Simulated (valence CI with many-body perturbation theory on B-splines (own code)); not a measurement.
# From CI to CI+MBPT in Ta41+

Computed by valence CI with perturbative core correlation (CI+MBPT): four valence electrons over a frozen Dirac-Fock core [Ar] 3d10, radial functions for each j: 11 s, 11 p, 9 d, 7 f, 5 g, 2 h, 1 i, with the one-electron correlation potential Σ1, the two-electron term Σ2, the three-electron term Σ3, Breit, model QED; selected CI, second order for the rest (own B-spline code, finite nucleus).

The last digits are not significant, and no measured levels were compared; by estimate large intervals hold to a few tenths of a per cent, small ones and those within an open d or f shell to about a per cent.

Each rung adds one term. CI alone is the Dirac-Coulomb CI over the frozen core; QED comes last and gives the full result, which names the levels. Energies are above (4s^2 4p1/2^2) J=0 on the same rung, in cm⁻¹.

Levels are named by their leading jj configuration (3d3/2^4 stands for four electrons in 3d with j = 3/2), which in mixed levels can hold well under half, so a name can repeat and another be missing. Letters in brackets count levels of one name in rising energy.

```
                     Level  CI alone     + Σ1     + Σ2     + Σ3  + Breit     Full
    (4s^2 4p1/2 4p3/2) J=1    688112   690121   691757   691871   683495   684373
    (4s^2 4p1/2 4p3/2) J=2    722876   724896   726012   726055   717348   718228
        (4s^2 4p3/2^2) J=2   1436680  1440710  1443250  1443340  1426510  1428210
    (4s 4p1/2^2 4p3/2) J=2   1444970  1446130  1448660  1448940  1447430  1438930
        (4s^2 4p3/2^2) J=0   1511020  1515060  1516460  1516390  1499960  1501650
    (4s 4p1/2^2 4p3/2) J=1   1565450  1566610  1564610  1564750  1563170  1554870
    (4s^2 4p1/2 4d3/2) J=2   1902050  1902300  1903090  1903410  1891850  1890840
    (4s^2 4p1/2 4d3/2) J=1   2052910  2053310  2045900  2045890  2035030  2033570
(4s 4p1/2 4p3/2^2) J=2 [a]   2054820  2057180  2061440  2061890  2050290  2045410
    (4s^2 4p1/2 4d5/2) J=3   2101420  2103210  2104580  2104890  2091170  2088390
    (4s^2 4p1/2 4d5/2) J=2   2192790  2194610  2190990  2191080  2178660  2175160
    (4s 4p1/2 4p3/2^2) J=3   2217300  2219690  2218920  2219060  2207100  2201870
    (4s 4p1/2 4p3/2^2) J=0   2229250  2232380  2234880  2235050  2225650  2218160
(4s 4p1/2 4p3/2^2) J=1 [a]   2287010  2290150  2289640  2289760  2279850  2272450
(4s 4p1/2 4p3/2^2) J=2 [b]   2312310  2315340  2312150  2312270  2301860  2294800
(4s 4p1/2 4p3/2^2) J=1 [b]   2325780  2328900  2323550  2323610  2314140  2306550
    (4s 4p1/2^2 4d3/2) J=1   2669040  2668420  2669450  2669900  2665940  2655590
    (4s 4p1/2^2 4d3/2) J=2   2694750  2694200  2695010  2695400  2691070  2680660
    (4s^2 4p3/2 4d3/2) J=2   2724550  2726880  2721520  2721640  2702450  2701830
```

(1) How does the ionisation energy move along the ladder, and which term matters most?

## Answers

(1) CI alone 2055.4, + Σ1 2057.3, + Σ2 2057.5, + Σ3 2057.3, + Breit 2054.8, + QED 2054.8 eV. The largest step is Breit, -2.5 eV. NIST lists 2053 ± 4 eV (theoretical).
